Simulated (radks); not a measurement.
Coulomb parameter of the 4f shell of the samarium ion Sm+ in the model configuration [Xe] 4f5 6s1 6p1, as a second difference U = [E(n + 0.5) + E(n - 0.5) - 2 E(n)] / (0.5)^2 with all orbitals relaxed. "Bare": the charge of the atom changes with n. "Screened": the 6p shell takes up the change at fixed total charge, which measures U(4f,4f) + U(6p,6p) - 2 U(4f,6p). Calculated with a radial shooting solver on a logarithmic mesh with Libxc functionals: Dirac Kohn-Sham, PBE, spin-unpolarised, spherical densities, finite nucleus; open shells are shared between the two j in proportion to 2j + 1; Fermi nuclear charge, rms radius 5.0819 fm.

case,configuration,E - E(n) (eV)
start,[Xe] 4f5 6s1 6p1,0.000
bare +0.5,[Xe] 4f5.5 6s1 6p1,-6.916
bare -0.5,[Xe] 4f4.5 6s1 6p1,10.861
screened +0.5,[Xe] 4f5.5 6s1 6p0.5,-4.356
screened -0.5,[Xe] 4f4.5 6s1 6p1.5,6.471

U(bare) = 15.779 eV, U(screened by 6p) = 8.457 eV, against the Slater integral F0(4f,4f) = 27.623 eV with frozen orbitals.
